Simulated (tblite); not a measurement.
Isomers of C5H15FSi3. Computed with GFN2-xTB (tblite): harmonic, unscaled wavenumbers at the GFN2-xTB geometry, gas phase. This tight-binding method is rough: wavenumbers can miss measured ones by several per cent, in bad cases by 10 to 20. Modes of hydrogen on silicon can be 10 to 20 % off. One conformer each.

Electronic energies: GFN2-xTB at the same geometries; isomer energies are rough at this level and their order can be wrong.

| SMILES | electronic energy, lowest = 0 (kJ/mol) |
| --- | --- |
| C=CCC[Si]([SiH3])([SiH3])CF | 195.2 |
| C=C[Si@](C)(C[SiH3])C[SiH2]F | 0.0 |
| CC[C@@H]1C[SiH2][SiH2][C@@H](F)[SiH2]1 | 81.0 |

Q: How do GFN2-xTB zero-point energies change the relative energies?

A: 
```csv
SMILES,ZPE (kJ/mol),of it from modes above 1550 cm⁻¹,electronic (kJ/mol),"with ZPE, lowest = 0 (kJ/mol)",lowest mode (cm⁻¹),rings
C=C[Si@](C)(C[SiH3])C[SiH2]F,461.4,258.8,0.0,0.0,14,0
CC[C@@H]1C[SiH2][SiH2][C@@H](F)[SiH2]1,469.9,238.9,81.0,89.5,49,1
C=CCC[Si]([SiH3])([SiH3])CF,458.1,251.7,195.2,191.8,5i,0
```

The zero-point energies span 11.8 kJ/mol, from `C=CCC[Si]([SiH3])([SiH3])CF` to `CC[C@@H]1C[SiH2][SiH2][C@@H](F)[SiH2]1`. Slightly imaginary modes are left out of the zero-point energy: `C=CCC[Si]([SiH3])([SiH3])CF` 4.8i cm⁻¹. The order is unchanged.
